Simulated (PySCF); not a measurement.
**UHF on Co(2+) (cobalt, charge +2)**

Configuration: [Ar] 3d7, high-spin 4F determinant. Computed with PySCF 2.14 in aug-cc-pwCVTZ-DK (10s9p7d4f3g, 127 functions), with the spin-free X2C one-electron Hamiltonian (Gaussian nucleus).

| Quantity | Value |
| --- | --- |
| Total energy | -1391.056639 hartree |
| One-electron energy | -1908.8902 hartree |
| Hartree (Coulomb) energy | 576.2014 hartree |
| Exchange energy | -58.3679 hartree |
| ⟨S²⟩ | 3.7541 |
| ⟨L²⟩ | 12.029 |
| Sum of ⟨r⟩ | 15.41 bohr |
| Sum of ⟨r²⟩ | 15.56 bohr² |
| Langevin diamagnetic susceptibility | -12.3 ×10⁻⁶ cm³/mol |

```
shell  electrons  mean orbital energy (hartree)  spread (hartree)  rms radius, mean of both spins (bohr)
 1s β          1                     -286.46716                 0                                 0.0649
 1s α          1                     -286.46658                 0                                 0.0649
 2s α          1                      -36.19894                 0                                  0.276
 2s β          1                      -36.09957                 0                                  0.276
 2p α          3                      -30.97139                 0                                  0.249
 2p β          3                      -30.87383                 0                                  0.249
 3s α          1                       -5.44738                 0                                  0.832
 3s β          1                       -5.16486                 0                                  0.832
 3p α          3                       -3.89055                 0                                  0.889
 3p β          3                       -3.55035                 0                                  0.889
 3d α          5                       -1.39830           0.05397                                   1.13
 3d β          2                       -1.26439                 0                                   1.13
```

Densities and radii are taken from the X2C orbitals without a picture-change correction, which distorts them close to the nucleus.

Spin-orbit constants ζ (cm⁻¹) from the X2C one-electron operator on these orbitals: bare nucleus, nucleus screened by l(l+1)(2l+1)/3 electrons, and screened by the Breit-Pauli mean field of the electrons.

| shell | bare | screened nucleus | mean field |
| --- | --- | --- | --- |
| 2p | 83750 | 77540 | n/a |
| 3p | 10260 | 9497 | n/a |
| 3d | 961.7 | 605.5 | n/a |

To first order the Landé constant is A = -201.8 cm⁻¹, so the lowest level has J = 9/2 and lies 0.113 eV below the centre of the term. This holds in LS coupling only.
